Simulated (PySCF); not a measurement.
# Simulated absorption spectrum

Compound: C₇H₉ClNP.
SMILES: `CN(C)C1=CC(Cl)=PC=C1`

The calculation used TDDFT PBE0/def2-SVPD, vertical, gas phase, core orbitals frozen in the response in PySCF. Geometry: PBE0-D3(BJ)/def2-SVP; no solvent, vibrations or thermal averaging. Torsions of this conformer, `[CH3:1][N:2]([CH3:3])[c:4]1[cH:5][cH:6][p:7][c:8]([Cl:9])[cH:10]1`: C1–N2–C4–C5 180°.

Each state is given a Gaussian of 0.4 eV full width at half maximum, with ε(max) = 2.175×10⁸ f / Δν̃ (Δν̃ the width in cm⁻¹). The cross-section is σ = 3.8235×10⁻²¹ ε cm², given in Mb (10⁻¹⁸ cm²). The width is an assumption, not a result. The curve ends short of the highest state used, and states not computed would add to its high-energy end.

```json
{"λ (nm)": "226.3", "σ (Mb)": "41.81"}
{"λ (nm)": "230.9", "σ (Mb)": "39.46"}
{"λ (nm)": "235.4", "σ (Mb)": "34.66"}
{"λ (nm)": "240.0", "σ (Mb)": "23.79"}
{"λ (nm)": "244.6", "σ (Mb)": "12.61"}
{"λ (nm)": "249.1", "σ (Mb)": "5.56"}
{"λ (nm)": "253.7", "σ (Mb)": "2.66"}
{"λ (nm)": "258.2", "σ (Mb)": "3.69"}
{"λ (nm)": "262.8", "σ (Mb)": "10.02"}
{"λ (nm)": "267.4", "σ (Mb)": "23.92"}
{"λ (nm)": "271.9", "σ (Mb)": "44.69"}
{"λ (nm)": "276.5", "σ (Mb)": "68.07"}
{"λ (nm)": "281.0", "σ (Mb)": "84.71"}
{"λ (nm)": "285.6", "σ (Mb)": "88.98"}
{"λ (nm)": "290.2", "σ (Mb)": "80.29"}
{"λ (nm)": "294.7", "σ (Mb)": "64.42"}
{"λ (nm)": "299.3", "σ (Mb)": "47.00"}
{"λ (nm)": "303.8", "σ (Mb)": "32.70"}
{"λ (nm)": "308.4", "σ (Mb)": "21.97"}
{"λ (nm)": "312.9", "σ (Mb)": "14.69"}
{"λ (nm)": "317.5", "σ (Mb)": "9.56"}
{"λ (nm)": "322.1", "σ (Mb)": "6.02"}
{"λ (nm)": "326.6", "σ (Mb)": "3.66"}
{"λ (nm)": "331.2", "σ (Mb)": "2.08"}
{"λ (nm)": "335.7", "σ (Mb)": "1.13"}
{"λ (nm)": "340.3", "σ (Mb)": "0.57"}
{"λ (nm)": "344.9", "σ (Mb)": "0.27"}
{"λ (nm)": "349.4", "σ (Mb)": "0.12"}
{"λ (nm)": "354.0", "σ (Mb)": "0.05"}
{"λ (nm)": "358.5", "σ (Mb)": "0.02"}
```

Task: Where are the band maxima, and which computed states make them?

Result: 285 nm (4.36 eV), ε about 23000, made up of S2 (97%) (ε in L mol⁻¹ cm⁻¹; maxima over ε = 5, shares over 10%). At its high-energy end, 5.48 eV, the curve is still rising (ε about 11000, from S4 and S8). The states used: S1 4.06 eV (f 0.042); S2 4.36 eV (f 0.337); S3 5.16 eV (f 0.011); S4 5.33 eV (f 0.123); S5 5.46 eV (f 0.010); S6 5.52 eV (f 0.0012); S7 5.59 eV (f 0.0084); S8 5.79 eV (f 0.314); S9 5.98 eV (f 0.0002); S10 6.08 eV (f 0.0018).

Task: Coming from long wavelengths, where does ε first pass 100 L mol⁻¹ cm⁻¹?

Result: At about 343 nm (3.62 eV), 0.44 eV below S1.

Task: What would ε be at 4.36 eV, the highest of these maxima, with half the width (0.2 eV)?

Result: About 45500 L mol⁻¹ cm⁻¹ against 23300, a factor of about 1.9; a lone state at its own centre would give exactly 2.

Task: On this curve, what absorbance would a 10⁻⁵ mol/L sample give at 254 nm over a 1 cm path?

Result: 254 nm is 4.881 eV, where ε is about 680 L mol⁻¹ cm⁻¹, so A = ε c l ≈ 0.0068 (Beer–Lambert, with the gas-phase spectrum and the assumed width).

All these states lie below the vertical ionisation energy of 7.38 eV (ΔSCF).
